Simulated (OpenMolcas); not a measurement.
What dynamic correlation does to the levels of Ni6+

| Quantity | Value |
| --- | --- |
| Program | OpenMolcas 26.06 |
| Basis | ANO-R3 [7s5p5d3f2g1h] |
| Scalar Hamiltonian | X2C, finite nucleus |
| Active space | 4 electrons in 5 orbitals (3d) |
| State averaging | 2S+1 = 5 even, 5 roots; 2S+1 = 3 even, 45 roots; 2S+1 = 1 even, 50 roots |
| Spin-orbit coupling | state interaction with AMFI integrals over the reference wave functions, term energies averaged over their components |

Methods on the same reference wave functions:
A. CASSCF
B. SS-CASPT2, IPEA 0.25 Eh, imaginary shift 0.1 Eh (closed shells correlated: 3s 3p)
C. MS-CASPT2, IPEA 0.25 Eh, imaginary shift 0.1 Eh (closed shells correlated: 3s 3p)

Energies in eV above 3d4 5D0, the measured ground level; measured values from Corliss and Sugar, J. Phys. Chem. Ref. Data 10, 197 (1981).

```tsv
Level	A	B	C	Measured
3d4 5D0	0.0000	0.0000	0.0000	0.0000
3d4 5D1	0.0347	0.0356	0.0356	0.0346
3d4 5D2	0.1010	0.1029	0.1030	0.0997
3d4 5D3	0.1945	0.1967	0.1968	0.1885
3d4 5D4	0.3106	0.312	0.312	0.2966
3d4 3H4	4.1900	3.955	3.955	3.9268
3d4 3H5	4.2653	4.036	4.036	4.0030
3d4 3H6	4.3447	4.121	4.121	4.0762
3d4 3P0(1)	4.4035	3.750	3.748	3.7291
3d4 3P1(1)	4.6076	3.961	3.961	3.9472
3d4 3F2(1)	4.8423	4.278	4.278	4.2461
3d4 3F3(1)	4.8489	4.290	4.290	4.2548
3d4 3F4(1)	4.8827	4.327	4.327	4.2869
3d4 3P2(1)	4.9486	4.300	4.300	4.2843
3d4 3G3	5.3052	4.783	4.783	4.7312
3d4 3G4	5.3869	4.866	4.866	4.8039
3d4 3G5	5.4446	4.934	4.934	4.8660
3d4 1I6	6.3459	6.034	6.034	
3d4 1G4(1)	6.7225	5.971	5.971	
3d4 3D3	6.8098	5.868	5.868	
3d4 3D2	6.8348	5.896	5.896	
3d4 3D1	6.8715	5.930	5.930	
3d4 1S0(1)	7.7679	6.430	6.431	
3d4 1D2(1)	8.2741	7.472	7.473
```

Deviations, from unrounded energies. A percentage is the sum of absolute deviations over the sum of measured energies, with the sign that they share, or ± where signs differ.

```
                        Against measurement  Levels      A     B     C
             mean absolute deviation (cm-1)      16   3200   240   240
      fine structure of the ground term (%)       4   +3.5  +4.5  +4.6
other terms of the ground configuration (%)      12  +12.3  +0.9  +0.9
```

B, C lie about equally close to measurement and A furthest from it. The largest miss of C in the table is 3d4 3G5, by +550 cm-1. The ranking rests on the paired levels alone, and a cruder setting can come out closer through cancelling errors.

Between B and C the level of the table that moves most is 3d4 3P0(1), by 12 cm-1 (lowest in C, highest in B). Moves below CASPT2's spread within the term are not significant.

The two smallest mean deviations differ by little beside CASPT2's spread within terms, so their order carries little weight.

From A to B the spin-free energies of the other terms of 3d4 shown, above 5D, scale by factors of 0.82 to 0.95, as is usual when dynamic correlation screens the repulsion within a d or f shell.

The lowest spin-free term lies below A's lowest term by 0.430 hartree in B, 0.430 hartree in C.

CASPT2 breaks the degeneracy within a term, and the mean is taken; among the terms shown or strongly mixed into the levels shown the widest spread is 960 cm-1 (3d4 1I, C). The CASPT2 spread within a term exceeds the gap to the next term for 3d4 3D and 3d4 1G(1), so the order of their levels is uncertain (figures for B; the like holds for C). Without dynamic correlation excited terms often stand tens of per cent too high (terms of higher spin than the ground term too low), and those without a measured partner can miss by more than the paired ones (holds for A). Measured partners are found by configuration, term and J. A level has none where our copy of the source lacks it or the pairing is in doubt (some pairs that miss far off the trend of their configuration count as doubtful), and it then counts in no deviation. Only configurations of the active space appear. The table leaves out levels that lie high or whose names do not pair safely across all columns.

A number in round brackets counts repeated terms of one configuration in the order of the reference energies.
